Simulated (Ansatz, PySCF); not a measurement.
Gas-phase reaction (SMILES): [F][In]([Cl])[Cl] + Cl (HCl) → [Cl][In]([Cl])[Cl] + F (HF); hydrogen chloride cleaves one In-F bond, a model of a ligand-exchange step.

Geometries: B3LYP-D3(BJ)/def2-TZVP minima from Ansatz (a program for electronic structure). Cores are frozen in the correlated levels unless marked. No spin-orbit coupling. The frozen core is the preceding noble-gas configuration, with the filled d and f shells of earlier blocks. In def2 rows, elements after Kr have scalar-relativistic effective core potentials. CBS(X,Y): correlation extrapolated as X^-3; Hartree-Fock from the larger set. Thermal terms are rigid-rotor harmonic-oscillator values from B3LYP-D3(BJ) frequencies (Ansatz or PySCF) at 298.15 K and 1 atm. 1 Eh = 627.5095 kcal/mol.

```csv
species,"E, CCSD(T)/CBS(def2-TZVPPD,def2-QZVPPD) (Ansatz) (Eh)","E, r2SCAN-D4/def2-TZVPD (Ansatz + dftd4) (Eh)",H - E (Eh)
[F][In]([Cl])[Cl],-1208.76075,-1210.55699,0.01057
Cl (HCl),-460.37886,-460.78611,0.01000
[Cl][In]([Cl])[Cl],-1568.76858,-1570.91711,0.01020
F (HF),-100.39266,-100.44728,0.01259
```

### Question
Work out ΔE and ΔH at 298.15 K at the first level, then ΔH at the second.

### Answer

1. ΔE = [(-1568.76858) + (-100.39266)] - [(-1208.76075) + (-460.37886)] = -0.02163 Eh = -13.6 kcal/mol at CCSD(T)/CBS(def2-TZVPPD,def2-QZVPPD).
2. The terms H - E add up to 0.00222 Eh, so ΔH = (-0.02163 + (0.00222))×627.5095 = -12.2 kcal/mol.
3. At r2SCAN-D4/def2-TZVPD the same steps give ΔE = -13.4 and ΔH = -12.0 kcal/mol, a shift of +0.2 from the first level.
4. These values are not checked against measurement here, since the tables used lack a sound gas-phase enthalpy of formation for at least one species.
